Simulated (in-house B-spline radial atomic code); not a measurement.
Orbital energies and mean radii along the 7-electron series, configuration [He] 2s2 2p3. The effective charge is n√(-2ε), a non-relativistic measure. Computed with an all-electron radial atomic-structure program (B-spline basis): Dirac-Hartree-Fock, average of the configuration, finite nuclei.

```csv
ion,Z,energy of 2s1/2 (Eh),mean radius of 2s1/2 (bohr),energy of 2p1/2 (Eh),mean radius of 2p1/2 (bohr),energy of 1s1/2 (Eh),mean radius of 1s1/2 (bohr),effective charge of 2s1/2
P8+,15,-14.995,0.47595,-13.554,0.42345,-89.909,0.10297,10.953
S9+,16,-17.895,0.4405,-16.327,0.38969,-103.76,0.096305,11.965
Cl10+,17,-21.051,0.40993,-19.356,0.36091,-118.62,0.090436,12.977
Ar11+,18,-24.462,0.38329,-22.639,0.33606,-134.51,0.08523,13.989
K12+,19,-28.129,0.35986,-26.179,0.31439,-151.42,0.080582,15.001
Ca13+,20,-32.054,0.3391,-29.975,0.29532,-169.35,0.076405,16.014
Sc14+,21,-36.237,0.32057,-34.029,0.2784,-188.32,0.072632,17.026
Ti15+,22,-40.679,0.30392,-38.341,0.26328,-208.32,0.069206,18.04
V16+,23,-45.382,0.28888,-42.912,0.24969,-229.36,0.066081,19.054
Cr17+,24,-50.345,0.27524,-47.744,0.23741,-251.43,0.063219,20.069
Mn18+,25,-55.571,0.26279,-52.837,0.22624,-274.55,0.060587,21.085
Fe19+,26,-61.06,0.25139,-58.192,0.21606,-298.72,0.05816,22.101
```

Task: How does the screening of 2s1/2 change?

Result: Z less the effective charge goes from 4.05 at Z = 15 to 3.90 at Z = 26.
